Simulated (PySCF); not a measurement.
A PySCF script (with the pyscf-properties extension) for the NMR shieldings of SMILES O=S(=O)(C1[SiH2]C[SiH2]1)C(F)(F)F, C₃H₇F₃O₂SSi₂, on a GFN2-xTB geometry:

```python
import basis_set_exchange as bse
import numpy as np
from pyscf import gto, dft
from pyscf.prop import nmr

atoms = """
O    -1.339957   -2.114910   -0.874314
S    -1.058636   -0.718042   -0.756150
O    -0.816668    0.030862   -1.953547
C     0.172440   -0.363951    0.413261
Si    1.737455   -1.136111   -0.414797
C     2.181599    0.654289   -0.946841
Si    0.750896    1.439800    0.066349
C    -2.651036    0.015410   -0.002609
F    -2.552207    1.344519    0.137501
F    -3.723197   -0.246816   -0.736238
F    -2.839960   -0.491854    1.221985
H    -0.180322   -0.716878    1.372836
H     1.510097   -2.106101   -1.476988
H     2.562403   -1.709809    0.653065
H     2.051981    0.808945   -2.015592
H     3.184015    0.990745   -0.700584
H    -0.159754    2.335616   -0.626366
H     1.162092    1.990606    1.362614
"""
names = dict.fromkeys(["O", "S", "C", "Si", "F", "H"], "pcSseg-1")
basis = {el: gto.basis.parse(bse.get_basis(n, elements=[el], fmt="nwchem")) for el, n in names.items()}
mol = gto.M(atom=atoms, basis=basis, charge=0, verbose=0)
mf = dft.RKS(mol, xc="PBE0")
mf.grids.level = 2
mf.grids.alignment = dft.numint.BLKSIZE   # the property module wants whole blocks of grid points
mf.conv_tol = 1e-9
mf.kernel()

calc = nmr.RKS(mf)   # GIAO
C = mf.mo_coeff
Co = C[:, mf.mo_occ > 0]
resp = mf.gen_response(singlet=True, hermi=2)
def vind(x):   # induced exchange potential for any number of trial vectors
    d = np.einsum("pi,xij,qj->xpq", C, 2 * x.reshape(-1, C.shape[1], Co.shape[1]), Co, optimize=True)
    return np.einsum("xpq,pi,qj->xij", resp(d - d.transpose(0, 2, 1)), C, Co, optimize=True).ravel()
mo1, _ = nmr.rhf.solve_mo1(calc, with_cphf=vind)
sigma = calc.kernel(mo1)
for i, s in enumerate(sigma):   # ppm
    print("%2d %-2s %9.2f" % (i, mol.atom_pure_symbol(i), np.trace(s) / 3))
```

Q: What are the results?

A: 
```
 0 O     116.94
 1 S     181.26
 2 O     130.13
 3 C     139.97
 4 Si    382.77
 5 C     188.67
 6 Si    385.44
 7 C      52.47
 8 F     254.18
 9 F     264.25
10 F     260.85
11 H      28.70
12 H      26.20
13 H      26.67
14 H      30.40
15 H      30.98
16 H      26.44
17 H      26.79
```

These numbers come from an equivalent density-fitted implementation of the same equations, which agrees with the script to about 0.01 ppm for H and up to a few tenths of a ppm for heavy atoms, so last digits may differ.

Q: Turn these shieldings into chemical shifts. Referencing at the same level of theory: ¹⁷O (σref 336.08) against H2O; ³³S (σref 503.73) vs CS2; TMS for ¹³C (σref 186.93) and ²⁹Si (σref 349.16) and ¹H (σref 31.72); ¹⁹F (σref 170.95) vs CFCl3.

A: Averaging equivalent atoms: O 0/2: 212.5; S 1: 322; C 7: 134.5; C 3: 47.0; C 5: -1.7; Si 4/6: -34.9; F 8/9/10: -88.8; H 12/16: 5.40; H 13/17: 4.99; H 11: 3.02; H 14: 1.32; H 15: 0.73 ppm. Unscaled 19F shifts against computed CFCl3 carry errors that often reach 10 to 50 ppm. Experimental scales use liquid or dissolved standards, which lie at an offset from isolated H2O (liquid H2O: subtract about 36 ppm).

Size and cost of the density-fitted run: 243 basis functions, 76 s wall time on 1 thread of an Arm Neoverse V1, shared host; peak memory 1.1 GiB.
